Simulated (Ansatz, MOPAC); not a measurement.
System: MgF (charge +1, singlet). SMILES: [F][Mg+]
Structure (B3LYP-D3(BJ)/def2-TZVP (Ansatz, an electronic-structure program) minimum search):
```
Mg
F 1 1.7060
```
Charge +1, spin multiplicity 1.

Wanted: vertical ionisation energy to the doublet, in eV. Set-up: no spin-orbit coupling; UHF or UKS for open shells; each state is the SCF solution reached for its charge and spin; non-relativistic. Ab initio and DFT rows: single points at B3LYP-D3(BJ) geometries (Ansatz). Semi-empirical rows: differences of heats of formation at the shared geometry for vertical values. The spin state of an ion or metal species was assumed, not searched.

```
species            coefficient  E at B3LYP/STO-3G (Ansatz), Eh  E at B3LYP/def2-TZVPD (Ansatz), Eh  heat of formation at PM6 (MOPAC), kcal/mol
-----------------  -----------  ------------------------------  ----------------------------------  ------------------------------------------
charge 2, doublet           +1                      -295.21991                          -299.01650                                      564.50
charge 1, singlet           -1                      -295.77776                          -299.72921                                      153.10
```

 1 Eh = 27.2114 eV and 1 eV = 23.0605 kcal/mol.

### Question
Compute it at each level from the table.

### Answer

- B3LYP/STO-3G: the sum of coefficient times E is 0.55785 Eh, or 15.180 eV. Result: 15.18 eV.
- B3LYP/def2-TZVPD: the sum of coefficient times E is 0.71271 Eh, or 19.394 eV. Result: 19.39 eV.
- PM6: the sum of coefficient times heat of formation is 411.40 kcal/mol, or 17.84 eV.
